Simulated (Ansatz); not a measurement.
FH$_{3}$NSSi, SMILES `N[SiH](F)[S]` radical, relaxed with UKS PBE0-D4/def2-TZVP in the Gaussian-basis code of Ansatz from a PBE-D4/def2-SVP geometry. The force threshold is 0.005 eV/Å; the program also tests the step.

The species carries charge 0 and has multiplicity 2.

Start:

```xyz
7

N    -0.206   -0.804   -0.651
Si    0.337    0.515    0.368
F     1.508   -0.013    1.383
S    -1.446    0.992    1.341
H    -0.785   -1.554   -0.260
H    -0.382   -0.662   -1.650
H     0.973    1.526   -0.531
```

Q: By how much does the energy fall, and how many steps does the optimiser take? (Best estimate.)

A: Ansatz gave: 10.26 kJ/mol, in 12 steps, 2 of them rejected.

Q: Which bonds change most? (An estimate is asked.)

A: Ansatz gave: N1–Si2 from 1.753 to 1.692 Å; Si2–F3 from 1.637 to 1.597 Å; Si2–S4 from 2.086 to 2.108 Å; Si2–H7 from 1.495 to 1.476 Å.

Q: Give the relaxed structure. (Estimate.)

A: The calculation gave: 
```xyz
7

N    -0.301   -0.755   -0.669
Si    0.290    0.474    0.333
F     1.451    0.030    1.334
S    -1.345    1.053    1.531
H    -0.874   -1.514   -0.341
H    -0.094   -0.804   -1.652
H     0.872    1.517   -0.535
```
